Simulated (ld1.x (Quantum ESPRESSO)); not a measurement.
# u(r) = r·R(r): atom against pseudo-atom (germanium (Ge))

Columns: radius, all-electron u(r) and pseudo u(r) of the 3s shell (level -172.36 eV) of germanium in the configuration [Ne] 3s2 3p6 3d10 4s2 4p1.5; PBEsol, scalar-relativistic, TM scheme, ld1.x (Quantum ESPRESSO) 7.5.

```tsv
r (bohr)	all-electron	pseudo
0.038	0.3403	0.0574
0.075	-0.2268	0.1166
0.113	-0.6586	0.1844
0.150	-0.7594	0.2609
0.188	-0.6024	0.3541
0.225	-0.3035	0.4621
0.263	0.0604	0.5924
0.300	0.4091	0.7364
0.338	0.7251	0.8955
0.375	0.9755	1.0501
0.413	1.1690	1.1934
0.450	1.2986	1.3041
0.488	1.3784	1.3790
0.525	1.4125	1.4125
0.563	1.4117	1.4117
0.600	1.3840	1.3840
0.638	1.3352	1.3352
0.675	1.2736	1.2736
0.713	1.2009	1.2009
0.750	1.1248	1.1248
0.788	1.0441	1.0441
0.825	0.9654	0.9654
0.863	0.8862	0.8862
0.900	0.8117	0.8117
0.938	0.7389	0.7389
0.975	0.6721	0.6721
```

**Question.** How many radial nodes do the two functions have?

**Answer.** The all-electron 3s function has n − l − 1 = 2; the pseudo-wave has 0, since the states of the same l below it are removed with the core.

**Question.** At about which radius was the pseudo-wave matched?

**Answer.** 0.55 bohr, where the columns begin to agree (steps of 0.04 bohr).

**Question.** Is the pseudo-wave norm-conserving?

**Answer.** Yes: the TM scheme keeps the norm inside the radius equal to the all-electron one, which fixes the energy derivative of the logarithmic derivative at the level.
